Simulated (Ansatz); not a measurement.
A nudged elastic band was laid between two geometries of C$_{3}$H$_{8}$AsNO (14 atoms, charge 0, multiplicity 1).

Method: RKS B3LYP/def2-SVP (Ansatz 0.2.0).

```yaml
movable_images: 7
climbing_image: yes
spring: 5.0 eV/Å²
optimiser: quadratic models (default)
start_path: IDPP
force_threshold: 0.03 eV/Å
iteration_limit: 32
end_points: relaxed
```

First end point:

```xyz
14
Properties=species:S:1:pos:R:3
C -1.977 0.061 -0.146
C -0.771 0.017 0.779
O -0.890 0.163 1.992
N 0.471 -0.190 0.247
C 0.789 -0.269 -1.167
As 1.806 -0.255 1.623
H -2.866 0.224 0.475
H -1.895 0.879 -0.880
H -2.096 -0.881 -0.704
H 1.221 0.674 -1.552
H 1.516 -1.074 -1.361
H -0.112 -0.497 -1.756
H 1.858 1.255 1.898
H 2.935 -0.137 0.580
```

Last end point:

```xyz
14
Properties=species:S:1:pos:R:3
C -1.927 -0.468 -0.054
C -0.729 -0.112 0.811
O -0.850 0.111 2.012
N 0.510 -0.038 0.237
C 0.802 -0.164 -1.179
As 1.849 0.375 1.548
H -2.810 -0.495 0.596
H -2.087 0.278 -0.848
H -1.804 -1.451 -0.536
H 1.706 -0.773 -1.340
H -0.023 -0.665 -1.703
H 0.969 0.818 -1.660
H 1.503 1.863 1.698
H 2.879 0.691 0.445
```

What changes between the two ends?

No bond is made or broken. The dihedral As6–N4–C5–H12 goes from 164 to -75°. The two ends are copies of one structure, up to a mirror image or an exchange of like atoms.

Give the energies along the band, and the barrier.

The forces met the threshold. The highest image is number 4 of 0 to 8, 0.9 kJ/mol above the ends, which have the same energy within 2 meV. A vibrational analysis at the climbing image gives one clearly imaginary mode, 42i cm⁻¹: a first-order saddle point.

```csv
image,path coordinate (Å),energy (kJ/mol),dihedral As6–N4–C5–H12 (°)
0,0.00,0.0,164
1,0.45,0.2,177
2,0.90,0.6,-170
3,1.35,0.9,-156
4,1.81,0.9,-140
5,2.27,0.8,-123
6,2.73,0.5,-105
7,3.20,0.2,-89
8,3.66,0.0,-75
```

What is the geometry of the highest image?


```xyz
14
Properties=species:S:1:pos:R:3
C -1.924 -0.387 -0.058
C -0.724 -0.060 0.815
O -0.833 0.142 2.020
N 0.507 0.018 0.225
C 0.751 -0.212 -1.190
As 1.873 0.287 1.548
H -2.806 -0.461 0.590
H -2.095 0.401 -0.808
H -1.785 -1.336 -0.600
H 1.745 0.168 -1.459
H 0.714 -1.283 -1.463
H 0.017 0.324 -1.814
H 1.622 1.786 1.764
H 2.924 0.581 0.459
```

Run time: 6.3 min on 2 threads of Arm Neoverse V1, on a shared host, peak memory 0.45 GiB.
